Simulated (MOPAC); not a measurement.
MOPAC input (PM6):

```
PM6 PRECISE GNORM=0.05 LET XYZ CHARGE=1 GEO-OK AUX(PRECISION=9) THREADS=1
ClSr

Sr   -0.00000000 1   -0.00000000 1   -0.76713990 1
Cl    0.00000000 1    0.00000000 1    1.71478330 1
```

What heat of formation does the run end on?

100.30 kcal/mol.
